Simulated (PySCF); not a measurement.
C2H12Si4, SMILES C1[SiH]([SiH3])C[SiH2][SiH2]1. The structure is a stationary point at PBE0-D3(BJ)/def2-SVP. The structure was generated by enumeration, and PubChem lists no compound with its InChIKey, so it may never have been made. The values are those of a single conformer.

Problem. Give the equilibrium geometry at PBE0-D3(BJ)/def2-SVP (PySCF confirms it by a frequency run) as a Z-matrix, and its point group. (Estimate from the structure and the level; the computed values follow.)

Solution. This is not unique; one that fits is point group Cs.
```
Si
H 1 1.5008
C 1 1.8945 2 108.66
H 3 1.1014 1 112.35 2 53.04
H 3 1.1040 4 107.50 1 -119.23
C 1 1.8945 2 108.66 3 -113.74
H 6 1.1014 1 112.35 2 -53.04
H 6 1.1040 7 107.50 1 119.23
Si 3 1.9014 4 112.17 5 -119.41
H 9 1.4965 3 110.28 4 -32.90
H 9 1.4969 10 108.18 3 -123.22
Si 6 1.9014 7 112.17 8 119.41
H 12 1.4965 6 110.28 7 32.90
H 12 1.4969 13 108.18 6 123.22
Si 1 2.3450 2 109.60 3 123.13
H 15 1.4968 1 111.37 2 -60.61
H 15 1.4968 16 108.47 1 -122.90
H 15 1.4985 16 108.19 17 -117.14
```
Charge 0, spin multiplicity 1.
